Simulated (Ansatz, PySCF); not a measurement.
System: GeCl3, charge 0, multiplicity 2. It need not be the lowest isomer of its formula. SMILES: [Ge]([Cl])([Cl])[Cl]
Geometry: optimised at B3LYP-D3(BJ)/def2-TZVP (Ansatz, a first-principles code).

Wanted: atomisation energy (electronic, to ground-state atoms), in eV. Cores are frozen in the correlated levels unless marked. Open shells are spin-unrestricted. No spin-orbit coupling. The frozen core is the preceding noble-gas configuration, with the filled d and f shells of earlier blocks. Non-relativistic. The coupled-cluster limit lacks core correlation, which all-electron functionals hold. CBS marks a two-point X^-3 extrapolation of the correlation energy; Hartree-Fock from the larger set.

```tsv
level	program	atomisation energy (eV)	minus last row
HF/6-31G*	Ansatz	6.80	-3.75
HF/def2-SVP	Ansatz	7.03	-3.52
HF/def2-QZVPP	Ansatz	7.25	-3.30
SVWN5/def2-TZVPD	Ansatz	12.62	2.07
PBE0-D4/def2-TZVPD	Ansatz + dftd4	10.68	0.13
TPSSh-D3(BJ)/def2-TZVPD	PySCF + dftd3	10.70	0.15
r2SCANh-D4/def2-TZVPD	Ansatz + dftd4	10.74	0.19
M06-2X/def2-TZVPD	PySCF	10.68	0.13
HSE06-D3(BJ)/def2-TZVPD	Ansatz + dftd3	10.69	0.14
CAM-B3LYP/def2-TZVPD	Ansatz	10.05	-0.50
LC-wPBE-D4/def2-TZVPD	Ansatz + dftd4	10.35	-0.20
B2GP-PLYP-D4/def2-TZVPD	Ansatz + dftd4	10.32	-0.23
B2PLYP/def2-TZVPD	Ansatz	10.21	-0.34
MP2/STO-3G	Ansatz	10.75	0.20
MP2/def2-QZVPP	Ansatz	10.94	0.39
RI-MP2/def2-QZVPP	Ansatz	10.93	0.38
RI-MP2/CBS(def2-TZVPPD,def2-QZVPPD)	Ansatz	11.12	0.57
CCSD/def2-TZVPP	Ansatz	9.69	-0.86
CCSD/CBS(def2-TZVPP,def2-QZVPP)	Ansatz	10.14	-0.41
CCSD(T)/def2-QZVPP	Ansatz	10.34	-0.21
CCSD(T)/CBS(def2-TZVPP,def2-QZVPP)	Ansatz	10.55	0.00
```
